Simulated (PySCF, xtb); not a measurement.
H4O2S2Si, SMILES O[Si](O)(S)S.

GFN2-xTB (xtb) at its own geometry gives an orbital gap of 5.08 eV and a dipole moment of 2.61 D.

The structure is a stationary point at B3LYP-D3(BJ)/def2-SVP. Other conformers were not sampled.

Problem. What does PBE/def2-TZVP in PySCF give? (Estimate from the structure and the level; the computed values follow.)

Solution. gap 5.70 eV (levels -6.46 and -0.75 eV), dipole 0.86 D.
